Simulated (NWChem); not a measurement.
Program: NWChem. System: C2H5S, charge -1, spin multiplicity 1, at the geometry of a parent with another charge or spin, in a state set for the comparison that need not be this species' ground state. Level: MP2/def2-SVPD, 7 core orbitals frozen.

Output (cleaned and shortened):

```
             Northwest Computational Chemistry Package (NWChem) 7.3.0
             --------------------------------------------------------

                                NWChem Input Module
                                -------------------

 Scaling coordinates for geometry "geometry" by  1.889725989
 (inverse scale =  0.529177249)

 Turning off AUTOSYM since
 SYMMETRY directive was detected!

                             Geometry "geometry" -> ""
                             -------------------------

 Output coordinates in angstroms (scale by  1.889725989 to convert to a.u.)

  No.       Tag          Charge          X              Y              Z
 ---- ---------------- ---------- -------------- -------------- --------------
    1 C                    6.0000    -1.63747300     0.30671500     0.00000000
    2 C                    6.0000    -0.17187400     0.73354100     0.00000000
    3 S                   16.0000     1.04795900    -0.59874800     0.00000000
    4 H                    1.0000    -1.87311900    -0.30424900     0.89409000
    5 H                    1.0000    -2.30767100     1.19238800     0.00000000
    6 H                    1.0000    -1.87311900    -0.30424900    -0.89409000
    7 H                    1.0000     0.07132200     1.37726700     0.87795900
    8 H                    1.0000     0.07132200     1.37726700    -0.87795900

 Effective nuclear repulsion energy (a.u.)      97.2921419895

            Nuclear Dipole moment (a.u.)
            ----------------------------
        X                 Y               Z
 ---------------- ---------------- ----------------
    -0.0000056692    -0.0000151178     0.0000000000

      Symmetry information
      --------------------

 Group name             Cs
 Group number              2
 Group order               2
 No. of unique centers     6

      Symmetry unique atoms

     1    2    3    4    5    7


 Summary of "ao basis" -> "" (spherical)
 ------------------------------------------------------------------------------
       Tag                 Description            Shells   Functions and Types
 ---------------- ------------------------------  ------  ---------------------
 *                         def2-svpd                  on all atoms

 Summary of "ao basis" -> "ao basis" (spherical)
 ------------------------------------------------------------------------------
       Tag                 Description            Shells   Functions and Types
 ---------------- ------------------------------  ------  ---------------------
 C                         def2-svpd                 8       20   4s2p2d
 S                         def2-svpd                11       27   5s4p2d
 H                         def2-svpd                 4        8   2s2p

                                 NWChem SCF Module
                                 -----------------

  ao basis        = "ao basis"
  functions       =   107
  atoms           =     8
  closed shells   =    17
  open shells     =     0
  charge          =  -1.00
  wavefunction    = RHF
  use symmetry    = T
  symmetry adapt  = T

 Summary of "ao basis" -> "ao basis" (spherical)
 ------------------------------------------------------------------------------
       Tag                 Description            Shells   Functions and Types
 ---------------- ------------------------------  ------  ---------------------
 C                         def2-svpd                 8       20   4s2p2d
 S                         def2-svpd                11       27   5s4p2d
 H                         def2-svpd                 4        8   2s2p

      Symmetry analysis of basis
      --------------------------

        a'         69
        a"         38

 Forming initial guess at       0.0s

      Superposition of Atomic Density Guess
      -------------------------------------

 Sum of atomic energies:        -475.09819748

 Renormalizing density from      33.00 to     34

      Non-variational initial energy
      ------------------------------

 Total energy =    -485.409276
 1-e energy   =    -870.900625
 2-e energy   =     288.199208
 HOMO         =       0.064254
 LUMO         =       0.232180

      Symmetry analysis of molecular orbitals - initial
[...]
    49      0.294017  3 S  px                50      0.281089  3 S  py
    46      0.168227  3 S  px                 3      0.164954  1 C  s
    23     -0.162134  2 C  s                 47      0.160595  3 S  py
    55      0.154256  3 S  px

 Vector   17  Occ=2.000000D+00  E=-8.370220D-02  Symmetry=a"
              MO Center=  9.9D-01, -5.2D-01,  2.8D-14, r^2= 2.2D+00
   Bfn.  Coefficient  Atom+Function         Bfn.  Coefficient  Atom+Function
  ----- ------------  ---------------      ----- ------------  ---------------
    54      0.585400  3 S  pz                51      0.406517  3 S  pz
    48      0.232062  3 S  pz                57      0.204334  3 S  pz

 Vector   18  Occ=0.000000D+00  E= 2.362315D-01  Symmetry=a'
              MO Center= -1.7D+00,  6.3D-01, -1.4D-14, r^2= 1.1D+01
   Bfn.  Coefficient  Atom+Function         Bfn.  Coefficient  Atom+Function
  ----- ------------  ---------------      ----- ------------  ---------------
     4      5.094081  1 C  s                  3      3.867195  1 C  s
    77     -3.245309  5 H  s                 24     -2.392904  2 C  s
    69     -2.130294  4 H  s                 85     -2.130294  6 H  s
    45      1.136149  3 S  s                 56      0.975275  3 S  py
    82      0.843871  5 H  py                23      0.823751  2 C  s

 Vector   19  Occ=0.000000D+00  E= 2.542538D-01  Symmetry=a'
              MO Center=  1.5D+00, -1.2D+00,  1.8D-15, r^2= 1.4D+01
   Bfn.  Coefficient  Atom+Function         Bfn.  Coefficient  Atom+Function
  ----- ------------  ---------------      ----- ------------  ---------------
     4      3.772957  1 C  s                 24      2.774854  2 C  s
    45     -2.467582  3 S  s                  3      2.272078  1 C  s
    55      1.936937  3 S  px                56     -1.908089  3 S  py
    69     -1.772807  4 H  s                 85     -1.772807  6 H  s
    77     -1.728290  5 H  s                 44     -0.735256  3 S  s

 Vector   20  Occ=0.000000D+00  E= 2.760726D-01  Symmetry=a'
              MO Center=  9.5D-01,  1.5D-01, -3.7D-15, r^2= 1.3D+01
   Bfn.  Coefficient  Atom+Function         Bfn.  Coefficient  Atom+Function
  ----- ------------  ---------------      ----- ------------  ---------------
    24      4.287420  2 C  s                 23      3.204169  2 C  s
    93     -2.730289  7 H  s                101     -2.730289  8 H  s
    55      1.462669  3 S  px                 4     -0.995431  1 C  s
    45     -0.902387  3 S  s                 69      0.771060  4 H  s
    85      0.771060  6 H  s                 99      0.660032  7 H  pz

 center of mass
 --------------
 x =   0.18075270 y =  -0.10207584 z =   0.00000000

 moments of inertia (a.u.)
 ------------------
          98.124731798713         102.533521824478           0.000000000000
         102.533521824478         295.322510469859           0.000000000000
           0.000000000000           0.000000000000         370.842464901091

  Mulliken analysis of the total density
  --------------------------------------

    Atom       Charge   Shell Charges
 -----------   ------   -------------------------------------------------------
    1 C    6     5.90   1.99  0.89 -0.16  0.07  2.01  1.00  0.04  0.07
    2 C    6     6.48   1.99  0.89  0.10 -0.01  1.97  1.26  0.05  0.24
    3 S   16    16.92   2.00  1.99  1.14  0.75  0.08  5.94  1.72  2.72  0.50  0.04  0.03
    4 H    1     0.97   0.76  0.12  0.02  0.07
    5 H    1     0.94   0.77  0.11  0.02  0.03
    6 H    1     0.97   0.76  0.12  0.02  0.07
    7 H    1     0.91   0.76  0.06  0.02  0.07
    8 H    1     0.91   0.76  0.06  0.02  0.07

       Multipole analysis of the density wrt the origin
       ------------------------------------------------

     L   x y z        total         open         nuclear
     -   - - -        -----         ----         -------
     0   0 0 0     -1.000000      0.000000     33.000000

     1   1 0 0     -1.781077      0.000000     -0.000006
     1   0 1 0      1.177977      0.000000     -0.000015
     1   0 0 1      0.000000      0.000000      0.000000

     2   2 0 0    -31.054380      0.000000    164.944992
     2   1 1 0      2.230939      0.000000    -54.368346
     2   1 0 1      0.000000      0.000000      0.000000
     2   0 2 0    -26.903516      0.000000     53.314485
     2   0 1 1      0.000000      0.000000      0.000000
     2   0 0 2    -25.789821      0.000000     11.214634

                   NWChem MP2 Semi-direct Energy/Gradient Module
                   ---------------------------------------------

  Basis functions       =    107
  Molecular orbitals    =    107
  Frozen core           =      7
  Frozen virtuals       =      0
  Active alpha occupied =     10
  Active beta occupied  =     10
  Active alpha virtual  =     90
  Active beta virtual   =     90
  Use MO symmetry       = T
  Use skeleton AO sym   = T

  AO/Fock/Back tols     =   1.0D-09  1.0D-09  1.0D-09

 GA uses MA = F    GA memory limited = T

 Available:
  local mem=  1.26D+08
 global mem=  1.44D+08
 local disk=  0.00D+00
  mp2_memr nvloc                    90
  nvloc new                    90
   1 passes of  10:        3145728                      46305                  17614652.
   1 passes of  10: M    126152897           G      144156302           F     123007169.

 Semi-direct pass number   1 of   1  for RHF alpha+beta  at        2.8s
  vrange nnbf                  5750
  mp2_eaftype                    67  avail_ma_in_mb                  1099
 EAF : mp2_eaftype filesize          67    8807326.
  mp2_eaf for mointskh                     67
Node 0 wrote     41.4 Mb in      0.1 s     Agg I/O rate:   594.5 Mb/s
 Done moints_semi at        5.1s
  mp2_eaftype                    67  avail_ma_in_mb                  1032
 EAF : mp2_eaftype filesize          67    8807326.
  mp2_eaf for kh                    67
 Done maket at        5.3s
 Done multipass loop at        5.3s

          -------------------------------------------
          SCF energy                -476.005238269236
          Correlation energy          -0.458770133354
          Singlet pairs               -0.296008972777
          Triplet pairs               -0.162761160576
          Total MP2 energy          -476.464008402590
          -------------------------------------------

          ---------------------------------------------------
                    Spin Component Scaled (SCS) MP2
          Same spin pairs                     -0.108507440384
          Same spin scaling factor             0.333333333333
          Opposite spin pairs                 -0.350262692969
          Opposite spin scaling fact.          1.200000000000
          SCS-MP2 correlation energy          -0.456484378358
          Total SCS-MP2 energy              -476.461722647594
          ---------------------------------------------------

 -----------------------
 Performance information
 -----------------------

 Timer overhead =  9.65D-08 seconds/call

               Nr. of calls         CPU time (s)                 Wall time (s)                GFlops
             ---------------    -------------------     ------------------------------   -------------------
Name         Min   Avg   Max    Min     Avg     Max     Min     Avg     Max   Mx/calls   Min     Max     Sum
mp2: moin     1     1     1    2.4     2.4     2.4      2.4     2.4     2.4     2.4      0.0     0.0     0.0
mp2: make     1     1     1   0.12    0.12    0.12     0.12    0.12    0.12    0.12      0.0     0.0     0.0
mp2: tota     1     1     1    2.5     2.5     2.5      2.5     2.5     2.5     2.5      0.0     0.0     0.0

 The average no. of pstat calls per process was 3.00D+00
 with a timing overhead of 2.89D-07s

 Task  times  cpu:        5.2s     wall:        5.2s

 Total times  cpu:        5.3s     wall:        5.3s
```

### Question
Write an NWChem input that would produce this output.

### Answer
Several could match; the one computed here: 
```
start mol
memory heap 200 mb stack 900 mb global 1100 mb
charge -1
geometry units angstroms nocenter noautoz
  C     -1.637473     0.306715     0.000000
  C     -0.171874     0.733541     0.000000
  S      1.047959    -0.598748     0.000000
  H     -1.873119    -0.304249     0.894090
  H     -2.307671     1.192388     0.000000
  H     -1.873119    -0.304249    -0.894090
  H      0.071322     1.377267     0.877959
  H      0.071322     1.377267    -0.877959
  symmetry group Cs
end
basis spherical
  * library def2-svpd
end
scf
  rhf
  nopen 0
  maxiter 100
  thresh 1e-7
  semidirect memsize 60000000 filesize 0
end
mp2
  freeze core 7
end
task mp2 energy
```
